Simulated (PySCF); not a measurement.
Low-lying terms of In⁺ (indium, charge +1)

Ground state [Kr] 4d10 5s2, ¹S. Computed with PySCF 2.14 in aug-cc-pwCVTZ-DK3 with one added diffuse shell each of s, p, d, f type (11s10p8d5f1g, 125 functions), with scalar relativity by spin-free X2C-1e. Vertical excitation energies in eV without spin-orbit coupling; excited terms of each kind are numbered among those the solver found. Frozen: [Ar] 3d10.

| term | leading excitation | EOM-EE-CCSD | measured centre of gravity (NIST) |
| --- | --- | --- | --- |
| 1 3P° | 5s → p | 5.481 | 5.531 (5s5p) |
| 1 1P° | 5s → p | 7.898 | 7.816 (5s5p) |
| 1 3S | 5s → s | 11.572 | 11.645 (5s6s) |
| 1 1S | 5s → s | 12.002 | 12.030 (5s6s) |
| 1 1D | 5s → d | 12.425 | n/a |
| 1 3D | 5s → d | 12.639 | 12.674 (5s5d) |
| 2 3P° | 5s → p | 13.387 | n/a |
| 2 1P° | 5s → p | 13.597 | n/a |
| 2 3S | 5s → s | 15.007 | n/a |
| 2 1S | 5s → s | 15.118 | n/a |
| 1 3F° | 5s → f | 15.402 | n/a |
| 1 1F° | 5s → f | 15.417 | n/a |
| 2 3D | 5s → d | 15.464 | n/a |
| 2 1D | 5s → d | 15.937 | n/a |

Doubly excited terms such as np² are absent. The solver can miss terms. Rydberg members are limited by the diffuse functions of the basis.
